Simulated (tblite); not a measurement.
Species: C₅H₆ClO₂ (doublet state).
SMILES with atom numbers: `[CH3:1]/[C:2]([CH2:3][OH:4])=[C:5](/[Cl:6])[C:7]=[O:8]` (hydrogens: H9, H10, H11 on C1; H12, H13 on C3; H14 on O4)
Bond orders are those of one Lewis drawing.

Computed with GFN2-xTB (tblite), gas phase: L-BFGS steps from a force-field or distance-geometry start until the largest atomic force falls under 0.01 eV/Å.

Step 28: E = -716.8467 eV
```
atom  x, y, z in Å  |  force x, y, z in eV/Å
C1      0.6572   -1.4315    0.1814    0.071   0.037  -0.036
C2      0.0072   -0.0967   -0.0115   -0.145  -0.007   0.041
C3     -1.4921   -0.1580    0.0802   -0.145   0.049  -0.003
O4     -2.2304    1.0290    0.1383    0.107   0.136  -0.121
C5      0.7934    1.0417   -0.1089    0.137  -0.037  -0.114
Cl6     0.1678    2.6638   -0.3893   -0.023   0.067   0.003
C7      2.1302    1.0963   -0.0574   -0.281  -0.103  -0.044
O8      3.2945    1.1652   -0.1040    0.222   0.070   0.058
H9      1.6770   -1.4529   -0.1933    0.035   0.097  -0.033
H10     0.0805   -2.1940   -0.3413    0.019  -0.034   0.081
H11     0.6881   -1.6881    1.2429   -0.018  -0.073  -0.018
H12    -1.8642   -0.7728   -0.7593    0.051  -0.127   0.037
H13    -1.7298   -0.6912    1.0128   -0.105   0.006  -0.065
H14    -2.1800    1.4888   -0.7127    0.074  -0.081   0.215
```

Step 29: E = -716.8509 eV
```
atom  x, y, z in Å  |  force x, y, z in eV/Å
C1      0.6585   -1.4304    0.1804    0.022   0.041  -0.014
C2      0.0039   -0.0954   -0.0120   -0.080  -0.023   0.046
C3     -1.4964   -0.1565    0.0795   -0.062  -0.021   0.012
O4     -2.2317    1.0303    0.1388    0.085   0.095  -0.077
C5      0.7934    1.0431   -0.1074    0.051  -0.121  -0.110
Cl6     0.1716    2.6647   -0.3899   -0.032   0.089   0.001
C7      2.1293    1.0924   -0.0614   -0.086  -0.068  -0.049
O8      3.2949    1.1669   -0.1021    0.075   0.051   0.065
H9      1.6790   -1.4491   -0.1944    0.003   0.097  -0.023
H10     0.0823   -2.1968   -0.3391    0.037  -0.002   0.069
H11     0.6881   -1.6895    1.2424   -0.004  -0.045  -0.045
H12    -1.8640   -0.7781   -0.7579    0.030  -0.079   0.030
H13    -1.7333   -0.6915    1.0108   -0.105   0.010  -0.041
H14    -2.1763    1.4895   -0.7099    0.067  -0.025   0.136
```

Question: Estimate the geometry and energy of step 30. (The exact step hangs on the optimiser's Hessian estimate; all steps are aligned on step 29, rigid shifts and turns removed.)

Answer: E = -716.8577 eV, largest force 0.252 eV/Å
```
atom  x, y, z in Å  |  force x, y, z in eV/Å
C1      0.6607   -1.4262    0.1782   -0.045   0.041   0.018
C2     -0.0061   -0.0947   -0.0146    0.032  -0.029   0.066
C3     -1.5066   -0.1579    0.0784    0.074  -0.111   0.028
O4     -2.2378    1.0276    0.1376    0.036   0.054  -0.024
C5      0.7902    1.0427   -0.1058   -0.079  -0.214  -0.107
Cl6     0.1782    2.6667   -0.3939   -0.035   0.097  -0.001
C7      2.1253    1.0794   -0.0711    0.129   0.005  -0.051
O8      3.2921    1.1659   -0.0950   -0.086   0.016   0.069
H9      1.6821   -1.4319   -0.1976   -0.040   0.072  -0.006
H10     0.0900   -2.2009   -0.3376    0.068   0.040   0.064
H11     0.6907   -1.6863    1.2420    0.014  -0.016  -0.098
H12    -1.8641   -0.7940   -0.7542   -0.020   0.006   0.019
H13    -1.7433   -0.6903    1.0096   -0.101  -0.012   0.009
H14    -2.1523    1.4995   -0.6980    0.054   0.051   0.016
```

The energy changes by -0.0069 eV. The first-order estimate −F·Δx gives -0.0099 eV and the mean of the old and new forces, exact on a quadratic surface, -0.0069 eV. The step makes an angle of 60° with the force vector and moves no atom by more than 0.029 Å.

What follows is the cost of the whole relaxation. On one thread of an AMD EPYC 9R45 (shared host), this took 0.54 s of wall time.
